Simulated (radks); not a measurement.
Task: These are the eigenvalues of the occupied orbitals of an atom or ion with whole-number occupations (Ry). All-electron calculation, non-relativistic Kohn-Sham, BLYP, spin-polarised, spherical densities, point nucleus. Program: a radial shooting solver on a logarithmic mesh with Libxc functionals.

| orbital | eigenvalue |
|---|---|
| 1s up | -646.4790 |
| 1s down | -646.4789 |
| 2s up | -79.97328 |
| 2s down | -79.87620 |
| 2p up | -70.54776 |
| 2p down | -70.47569 |
| 3s up | -11.60397 |
| 3s down | -11.42187 |
| 3p up | -8.65958 |
| 3p down | -8.48068 |
| 3d up | -3.69354 |
| 3d down | -3.52454 |

Which element is it, and in what charge state? The configuration may be excited. Open shells, if any, are filled with parallel spins first.

Result: Z = 29, copper, charge +3: Cu3+ in [Ar] 3d8. The list shows which subshells hold electrons but not how many an open one holds; the 1s level, -323.24 hartree, gives Z - s = 25.4 by -(Z - s)^2/2, which with screening narrows Z to a few neighbours, and the depths of the outer levels then fix element, charge and occupations together.
